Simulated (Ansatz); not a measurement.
Job for Ansatz (a first-principles code): R-PBE/def2-TZVPPD on C2H5NO (a complex), monomers drawn apart or pushed together. Files ending in .json are basis or fitting sets from the Basis Set Exchange.

Ansatz 0.2 input:
```yaml
crystal:
  periodic: [false, false, false]
  atoms:
    - {symbol: O, position_ang: [-0.12077657, 0.16146854, -0.88120611]}
    - {symbol: H, position_ang: [0.02235168, 0.11252110, 0.07554706]}
    - {symbol: H, position_ang: [-1.04094350, 0.42390226, -0.97768318]}
    - {symbol: C, position_ang: [0.79814121, -0.13941501, 4.43286294]}
    - {symbol: C, position_ang: [0.42802616, -0.02471582, 3.03255600]}
    - {symbol: N, position_ang: [0.13803021, 0.06522269, 1.92568478]}
    - {symbol: H, position_ang: [1.20705955, -1.13046003, 4.63040041]}
    - {symbol: H, position_ang: [1.55031040, 0.60918316, 4.68237089]}
    - {symbol: H, position_ang: [-0.07663210, 0.01426526, 5.06496547]}
basis:
  gaussian:
    orbitals: def2-TZVPPD.json
hamiltonian:
  xc: {name: PBE}
scf: {lower_state_search: off}
```

**Question.** What total energy does the run end on?

**Answer.** -209.0267 hartree.
